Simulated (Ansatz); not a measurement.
Consider the cleavage of the Si–Si bond: `CO[SiH2][SiH2]N` + `BN` → `BN[SiH2]OC` + `N[SiH3]`.

Program: Ansatz. Geometries: PBE0-D4/def2-TZVP. ΔE: electronic, gas phase. CBS: MP2 limit from def2 TZ/QZ plus the TZ coupled-cluster correction, frozen cores. This one scheme is used for every species. Functionals use def2-TZVPP. B3LYP here is the variant with VWN-RPA as its local correlation; programs differ in this. One conformer a species, not always the lowest.

| level | ΔE (eV) |
| --- | --- |
| B3LYP-D4 | -0.62 |
| ωB97X-V | -0.64 |
| r2SCAN | -0.62 |
| HF/CBS(def2) | -0.92 |

Task: What does CCSD(T)/CBS give? (Estimate.)

Result: Computed: -0.70 eV. The listed levels differ from it by 0.08, 0.06, 0.08, -0.22 eV.

Largest T1 diagnostic among the species: 0.012.

The D4 term adds +0.04 eV with B3LYP and +0.03 eV with PBE0; it sums over pairs of atoms, weighted by their polarisabilities, and B3LYP, whose exchange is more repulsive, gets the larger term. From PBE to PBE0 (25 % exact exchange), in def2-TZVPP and without D4, ΔE moves by −0.09 eV. In def2-TZVPP, CCSD(T) changes the Hartree–Fock value by +0.20 eV (the triples alone add +0.03 eV) and MP2 by +0.12 eV.
